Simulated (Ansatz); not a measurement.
Cost and result for the atomization energy of AlClH$_{6}$OSi$_{2}$ (11 atoms, 11 bonds).

```json
{"atom": "O1", "x (Å)": "-1.6214", "y (Å)": "1.5001", "z (Å)": "0.1768"}
{"atom": "Si2", "x (Å)": "-0.4599", "y (Å)": "1.2070", "z (Å)": "1.3078"}
{"atom": "Si3", "x (Å)": "0.9476", "y (Å)": "-0.4702", "z (Å)": "0.4705"}
{"atom": "Al4", "x (Å)": "0.6900", "y (Å)": "-1.1377", "z (Å)": "-1.8208"}
{"atom": "Cl5", "x (Å)": "-0.4729", "y (Å)": "-2.1398", "z (Å)": "0.0759"}
{"atom": "H6", "x (Å)": "-1.3995", "y (Å)": "1.3597", "z (Å)": "-0.7462"}
{"atom": "H7", "x (Å)": "0.3803", "y (Å)": "2.4095", "z (Å)": "1.5785"}
{"atom": "H8", "x (Å)": "-1.1591", "y (Å)": "0.8242", "z (Å)": "2.5591"}
{"atom": "H9", "x (Å)": "1.8944", "y (Å)": "-1.0425", "z (Å)": "1.4671"}
{"atom": "H10", "x (Å)": "1.6106", "y (Å)": "-2.2318", "z (Å)": "-2.4887"}
{"atom": "H11", "x (Å)": "-0.4101", "y (Å)": "-0.2785", "z (Å)": "-2.5799"}
```

The species carries charge 0 and has multiplicity 1. The bonds changed during the relaxation, so this is another structure than the one it started from. Geometry: relaxed with PBE0-D4/def2-TZVP. It is one conformer, not always the lowest. Program: Ansatz. All runs use 4 threads of an AMD EPYC 7B13 on a shared host. Times are those of one run each, without the atoms' runs, and a repeat can differ threefold. Electronic energies, without spin–orbit coupling; frozen cores. CCSD(T)/CBS adds CCSD(T) − MP2 in def2-TZVPP to the MP2 limit, and its time is that of the two runs behind it. T1 = 0.012.

CCSD(T)/CBS is a level of theory with its own doubt, some kJ/mol a heavy atom from the limit and from the frozen cores, so smaller differences don't rank the functionals.

```csv
level,functions,wall time
LDA (SPW92)/def2-TZVPP,283,1.7 s
revPBE-D4/def2-TZVPP,283,2.5 s
BLYP-D4/def2-TZVPP,283,2.7 s
PBE0-D4/def2-TZVPP,283,4.2 s
BHLYP-D4/def2-TZVPP,283,4.6 s
CCSD(T)/def2-SVP,116,4.8 s
CAM-B3LYP-D4/def2-TZVPP,283,5 s
r2SCANh-D4/def2-TZVPP,283,7 s
PBE-QIDH/def2-TZVPP,283,7 s
ωB97M-V/def2-TZVPP (with forces),283,13 s
MP2/def2-QZVPP,517,25 s
CCSD(T)/def2-TZVPP,283,2.4 min
CCSD(T)/CBS(def2),–,2.8 min
```

(1) What atomization energy does each give, and how far from CCSD(T)/CBS? (Best estimate.)

## Answers

(1) The calculation gave: 
```json
{"level": "LDA (SPW92)/def2-TZVPP", "atomization (kJ/mol)": "3703.1", "difference from CCSD(T)/CBS": "388.5", "per bond": "35.3"}
{"level": "revPBE-D4/def2-TZVPP", "atomization (kJ/mol)": "3230.1", "difference from CCSD(T)/CBS": "-84.5", "per bond": "-7.7"}
{"level": "BLYP-D4/def2-TZVPP", "atomization (kJ/mol)": "3250.9", "difference from CCSD(T)/CBS": "-63.7", "per bond": "-5.8"}
{"level": "PBE0-D4/def2-TZVPP", "atomization (kJ/mol)": "3262.1", "difference from CCSD(T)/CBS": "-52.5", "per bond": "-4.8"}
{"level": "BHLYP-D4/def2-TZVPP", "atomization (kJ/mol)": "3218.9", "difference from CCSD(T)/CBS": "-95.7", "per bond": "-8.7"}
{"level": "CCSD(T)/def2-SVP", "atomization (kJ/mol)": "3035.8", "difference from CCSD(T)/CBS": "-278.8", "per bond": "-25.3"}
{"level": "CAM-B3LYP-D4/def2-TZVPP", "atomization (kJ/mol)": "3290.4", "difference from CCSD(T)/CBS": "-24.2", "per bond": "-2.2"}
{"level": "r2SCANh-D4/def2-TZVPP", "atomization (kJ/mol)": "3296.5", "difference from CCSD(T)/CBS": "-18.1", "per bond": "-1.6"}
{"level": "PBE-QIDH/def2-TZVPP", "atomization (kJ/mol)": "3255.7", "difference from CCSD(T)/CBS": "-58.9", "per bond": "-5.4"}
{"level": "ωB97M-V/def2-TZVPP (with forces)", "atomization (kJ/mol)": "3307.9", "difference from CCSD(T)/CBS": "-6.7", "per bond": "-0.6"}
{"level": "MP2/def2-QZVPP", "atomization (kJ/mol)": "3298.3", "difference from CCSD(T)/CBS": "-16.3", "per bond": "-1.5"}
{"level": "CCSD(T)/def2-TZVPP", "atomization (kJ/mol)": "3209.6", "difference from CCSD(T)/CBS": "-105.0", "per bond": "-9.5"}
{"level": "CCSD(T)/CBS(def2)", "atomization (kJ/mol)": "3314.6", "difference from CCSD(T)/CBS": "0.0", "per bond": "0.0"}
```

The D4 term adds +50.8 kJ/mol with B3LYP and +27.0 kJ/mol with PBE0; it sums over pairs of atoms, weighted by their polarisabilities, and B3LYP, whose exchange is more repulsive, gets the larger term. At CCSD(T), def2-SVP lies −278.8 kJ/mol from the extrapolated value and def2-TZVPP −105.0 kJ/mol: correlation converges slowly with the basis, and small sets miss more of it in the bonded molecule than in its fragments. From r2SCAN to r2SCAN0 (25 % exact exchange), in def2-TZVPP and without D4, the atomization energy moves by −47.6 kJ/mol: exact exchange takes away binding that semilocal exchange gives to molecules.

B3LYP here is the variant with VWN-RPA as its local correlation; programs differ in this.
